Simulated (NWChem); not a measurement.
System: C4H7Cl; SMILES CC1(Cl)CC1

NWChem input:

```
start job
memory heap 200 mb stack 900 mb global 1100 mb
geometry units angstroms noautosym nocenter noautoz
  C      1.645518     0.485722     0.000000
  C      0.161870     0.250154     0.000000
  Cl    -0.242620    -1.482618     0.000000
  C     -0.767794     1.147189    -0.753343
  C     -0.767794     1.147189     0.753343
  H      2.111632     0.041292    -0.892207
  H      1.856914     1.565894     0.000000
  H      2.111632     0.041292     0.892207
  H     -1.616370     0.682464    -1.260597
  H     -0.329083     1.999477    -1.281130
  H     -1.616370     0.682464     1.260597
  H     -0.329083     1.999477     1.281130
end
basis spherical
  C library def2-tzvp
  Cl library def2-tzvp
  H library def2-tzvp
end
dft
  xc hfexch
  iterations 150
  semidirect filesize 400000000
end
property
  efieldgrad
end
task dft property
```

Geometry: optimised at PBE0/def2-SVP. No frequency run checked for a minimum.

Vzz is the largest principal value of the second derivative of the potential at the nucleus (NWChem prints the opposite sign); η is the asymmetry. Non-relativistic.

Atoms are numbered as in the input.

Question: Predict the main results of this run. (Hartree-Fock/def2-TZVP.) Quantities: Vzz Cl3 (a.u.); η Cl3.

Answer: 
```yaml
Vzz Cl3 (a.u.): 3.875
"η Cl3": 0.01
```
